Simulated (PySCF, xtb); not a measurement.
C₂H₇ClOSn, SMILES [CH3][Sn]([CH3])([OH])[Cl]. One conformer was computed; it need not be the lowest.

Harmonic wavenumbers (cm⁻¹) from GFN2-xTB (xtb 6.7.1) at its own minimum, in rising order: 48, 60, 76, 103, 113, 121, 138, 157, 296, 400, 463, 489, 698, 708, 717, 748, 776, 1207, 1220, 1418, 1421, 1422, 1425, 3030, 3031, 3046, 3049, 3055, 3057, 3668.

**Question.** What does PySCF with PBE-D3(BJ)/def2-SVP give at its own minimum? (An estimate is asked for; the answer gives what the named calculation found.)

**Answer.** 28, 52, 108, 114, 128, 138, 159, 212, 347, 491, 528, 590, 699, 709, 750, 761, 836, 1149, 1155, 1375, 1377, 1379, 1384, 2993, 2998, 3113, 3117, 3120, 3124, 3718. Paired by order, the mean absolute difference is 43 cm⁻¹ and the zero-point energies are 51.7 and 52.4 kcal/mol.
